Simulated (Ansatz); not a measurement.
Isolated molecules relaxed with PBE0-D4/def2-TZVP in Ansatz; ΔE leaves out vibrations. CBS: MP2 limit from def2 TZ/QZ plus the TZ coupled-cluster correction, frozen cores. DFT in def2-TZVPP. B3LYP here is the variant with VWN-RPA as its local correlation; programs differ in this. HSE06 is defined as in plane-wave codes. def2 core potentials past Kr. For W outer-core shells are correlated without core-valence functions, which leaves a few kJ/mol of doubt a bond. Each species was taken in one conformer, which may not be the lowest.

Reaction (redistribution): `[NH]=[W](=[NH])([OH])[Cl]` + `CNBN` → `[NH]=[W](=[NH])([NH2])[Cl]` + `CNBO`

```json
{"level": "LDA (SPW92)", "ΔE (kJ/mol)": "-5.6", "difference from CCSD(T)/CBS": "6.2"}
{"level": "PBE-D4", "ΔE (kJ/mol)": "-5.0", "difference from CCSD(T)/CBS": "6.8"}
{"level": "BLYP-D4", "ΔE (kJ/mol)": "-5.4", "difference from CCSD(T)/CBS": "6.4"}
{"level": "r2SCAN-D4", "ΔE (kJ/mol)": "-4.8", "difference from CCSD(T)/CBS": "7.0"}
{"level": "B97M-V", "ΔE (kJ/mol)": "-5.3", "difference from CCSD(T)/CBS": "6.5"}
{"level": "PBE0-D4", "ΔE (kJ/mol)": "-7.2", "difference from CCSD(T)/CBS": "4.6"}
{"level": "r2SCANh-D4", "ΔE (kJ/mol)": "-5.8", "difference from CCSD(T)/CBS": "6.0"}
{"level": "r2SCAN0-D4", "ΔE (kJ/mol)": "-7.1", "difference from CCSD(T)/CBS": "4.7"}
{"level": "HSE06-D4", "ΔE (kJ/mol)": "-7.3", "difference from CCSD(T)/CBS": "4.5"}
{"level": "BHLYP-D4", "ΔE (kJ/mol)": "-9.0", "difference from CCSD(T)/CBS": "2.8"}
{"level": "CAM-B3LYP-D4", "ΔE (kJ/mol)": "-6.3", "difference from CCSD(T)/CBS": "5.5"}
{"level": "ωB97X-V", "ΔE (kJ/mol)": "-5.9", "difference from CCSD(T)/CBS": "5.9"}
{"level": "ωB97M-V", "ΔE (kJ/mol)": "-7.5", "difference from CCSD(T)/CBS": "4.3"}
{"level": "B2PLYP", "ΔE (kJ/mol)": "-7.8", "difference from CCSD(T)/CBS": "4.0"}
{"level": "PBE-QIDH", "ΔE (kJ/mol)": "-9.6", "difference from CCSD(T)/CBS": "2.2"}
{"level": "PBE", "ΔE (kJ/mol)": "-4.0", "difference from CCSD(T)/CBS": "7.8"}
{"level": "revPBE", "ΔE (kJ/mol)": "-3.6", "difference from CCSD(T)/CBS": "8.2"}
{"level": "BLYP", "ΔE (kJ/mol)": "-3.7", "difference from CCSD(T)/CBS": "8.1"}
{"level": "r2SCAN", "ΔE (kJ/mol)": "-4.6", "difference from CCSD(T)/CBS": "7.2"}
{"level": "PBE0", "ΔE (kJ/mol)": "-6.3", "difference from CCSD(T)/CBS": "5.5"}
{"level": "B3LYP", "ΔE (kJ/mol)": "-5.4", "difference from CCSD(T)/CBS": "6.4"}
{"level": "r2SCANh", "ΔE (kJ/mol)": "-5.5", "difference from CCSD(T)/CBS": "6.3"}
{"level": "r2SCAN0", "ΔE (kJ/mol)": "-6.8", "difference from CCSD(T)/CBS": "5.0"}
{"level": "HSE06", "ΔE (kJ/mol)": "-6.4", "difference from CCSD(T)/CBS": "5.4"}
{"level": "BHLYP", "ΔE (kJ/mol)": "-7.3", "difference from CCSD(T)/CBS": "4.5"}
{"level": "CAM-B3LYP", "ΔE (kJ/mol)": "-5.3", "difference from CCSD(T)/CBS": "6.5"}
{"level": "RPA@PBE/def2-TZVPP", "ΔE (kJ/mol)": "-13.1", "difference from CCSD(T)/CBS": "-1.3"}
{"level": "HF/def2-SVP", "ΔE (kJ/mol)": "-15.7", "difference from CCSD(T)/CBS": "-3.9"}
{"level": "MP2/def2-SVP", "ΔE (kJ/mol)": "-20.1", "difference from CCSD(T)/CBS": "-8.3"}
{"level": "CCSD/def2-SVP", "ΔE (kJ/mol)": "-19.4", "difference from CCSD(T)/CBS": "-7.6"}
{"level": "HF/def2-TZVPP", "ΔE (kJ/mol)": "-9.2", "difference from CCSD(T)/CBS": "2.6"}
{"level": "MP2/def2-TZVPP", "ΔE (kJ/mol)": "-13.7", "difference from CCSD(T)/CBS": "-1.9"}
{"level": "SCS-MP2/def2-TZVPP", "ΔE (kJ/mol)": "-12.6", "difference from CCSD(T)/CBS": "-0.8"}
{"level": "CCSD/def2-TZVPP", "ΔE (kJ/mol)": "-12.7", "difference from CCSD(T)/CBS": "-0.9"}
{"level": "CCSD(T)/def2-TZVPP", "ΔE (kJ/mol)": "-13.0", "difference from CCSD(T)/CBS": "-1.2"}
{"level": "MP2/def2-QZVPP", "ΔE (kJ/mol)": "-13.0", "difference from CCSD(T)/CBS": "-1.2"}
{"level": "SCS-MP2/def2-QZVPP", "ΔE (kJ/mol)": "-12.0", "difference from CCSD(T)/CBS": "-0.2"}
{"level": "HF/CBS(def2)", "ΔE (kJ/mol)": "-9.1", "difference from CCSD(T)/CBS": "2.7"}
{"level": "MP2/CBS(def2)", "ΔE (kJ/mol)": "-12.5", "difference from CCSD(T)/CBS": "-0.7"}
{"level": "CCSD/CBS(def2)", "ΔE (kJ/mol)": "-11.5", "difference from CCSD(T)/CBS": "0.3"}
{"level": "CCSD(T)/CBS", "ΔE (kJ/mol)": "-11.8", "difference from CCSD(T)/CBS": "0"}
```

Largest T1 diagnostic among the species: 0.020.

From BLYP to BHLYP (50 % exact exchange), in def2-TZVPP and without D4, ΔE moves by −3.6 kJ/mol. In def2-TZVPP, CCSD(T) changes the Hartree–Fock value by −3.8 kJ/mol (the triples alone add −0.3 kJ/mol) and MP2 by −4.5 kJ/mol. Leaving LDA and LC-ωPBE aside and taking each functional with its dispersion term where it has one, the values, not all of them listed here, spread over 5.1 kJ/mol, from PBE-QIDH to revPBE-D4.
